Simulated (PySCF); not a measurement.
Li (SMILES [Li]), doublet; HF/STO-3G (PySCF).

The PySCF input:
```python
from pyscf import gto, scf

mol = gto.M(
    atom='''
Li    0.00000000    0.00000000    0.00000000
''',
    basis='sto-3g',
    spin=1,
    verbose=4,
)

mf = scf.UHF(mol)
mf.damp = 0.5
mf.diis_start_cycle = 5
mf.kernel()
```

Question: Predict the main parts of the log of this PySCF run.

Answer: 
```
PySCF version 2.14.0

[INPUT] verbose = 4
[INPUT] num. atoms = 1
[INPUT] num. electrons = 3
[INPUT] charge = 0
[INPUT] spin (= nelec alpha-beta = 2S) = 1
[INPUT] symmetry False subgroup None
[INPUT] Mole.unit = angstrom
[INPUT] Symbol           X                Y                Z      unit          X                Y                Z       unit  Magmom
[INPUT]  1 Li     0.000000000000   0.000000000000   0.000000000000 AA    0.000000000000   0.000000000000   0.000000000000 Bohr   0.0

nuclear repulsion = 0
number of shells = 3
number of NR pGTOs = 15
number of NR cGTOs = 5
basis = sto-3g
ecp = {}

******** <class 'pyscf.scf.uhf.UHF'> ********
method = UHF
initial guess = minao
damping factor = 0.5
level_shift factor = 0
DIIS = <class 'pyscf.scf.diis.CDIIS'>
diis_start_cycle = 5
diis_space = 8
diis_damp = 0
SCF conv_tol = 1e-09
SCF conv_tol_grad = None
SCF max_cycles = 50
direct_scf = True
direct_scf_tol = 1e-13
number electrons alpha = 2  beta = 1
Set gradient conv threshold to 3.16228e-05
init E= -7.23749578723612

cycle= 1 E= -7.31550067122932  delta_E= -0.078  |g|= 0.00724  |ddm|= 0.806
cycle= 2 E= -7.31551789191223  delta_E= -1.72e-05  |g|= 0.00409  |ddm|= 0.00234
cycle= 3 E= -7.31552334784855  delta_E= -5.46e-06  |g|= 0.00234  |ddm|= 0.0013
cycle= 4 E= -7.31552511626148  delta_E= -1.77e-06  |g|= 0.00134  |ddm|= 0.00074
cycle= 5 E= -7.31552596147206  delta_E= -8.45e-07  |g|= 0.000203  |ddm|= 0.000843
cycle= 6 E= -7.31552598082746  delta_E= -1.94e-08  |g|= 3.06e-05  |ddm|= 0.000128
cycle= 7 E= -7.31552598128109  delta_E= -4.54e-10  |g|= 4.34e-16  |ddm|= 2.27e-05
Extra cycle  E= -7.31552598128109  delta_E=    0  |g|= 2.22e-16  |ddm|= 3.29e-16
converged SCF energy = -7.31552598128109  <S^2> = 0.75  2S+1 = 2
```
